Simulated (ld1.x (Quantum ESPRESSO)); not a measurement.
**Reading a pseudo-wave (helium (He))**

Columns: radius, all-electron u(r) and pseudo u(r) of the 1s shell (level -15.76 eV) of helium in the configuration 1s2; PBE, scalar-relativistic, TM scheme, ld1.x (Quantum ESPRESSO) 7.5.

```csv
r (bohr),all-electron,pseudo
0.025,0.1144,0.0961
0.050,0.2176,0.1906
0.075,0.3104,0.2821
0.100,0.3937,0.3691
0.125,0.4682,0.4503
0.150,0.5347,0.5246
0.175,0.5939,0.5912
0.200,0.6463,0.6497
0.225,0.6925,0.7000
0.250,0.7331,0.7426
0.275,0.7686,0.7782
0.300,0.7993,0.8077
0.325,0.8257,0.8321
0.350,0.8483,0.8524
0.375,0.8672,0.8695
0.400,0.8829,0.8839
0.425,0.8957,0.8960
0.450,0.9057,0.9057
0.475,0.9133,0.9133
0.500,0.9187,0.9187
0.525,0.9220,0.9220
0.550,0.9235,0.9235
0.575,0.9234,0.9234
0.600,0.9217,0.9217
0.625,0.9188,0.9188
0.650,0.9146,0.9146
```

How many radial nodes do the two functions have?

The all-electron 1s function has n − l − 1 = 0; the pseudo-wave has 0.

At about which radius was the pseudo-wave matched?

0.50 bohr. The columns agree to 0.0005 from 0.42 bohr on; several derivatives are matched, so the curves merge somewhat inside the radius.

Where does each function peak?

Outermost all-electron maximum near 0.55 bohr, pseudo maximum near 0.55 bohr (to the table’s step).

Is the pseudo-wave norm-conserving?

Yes: the TM scheme keeps the norm inside the radius equal to the all-electron one, which fixes the energy derivative of the logarithmic derivative at the level.
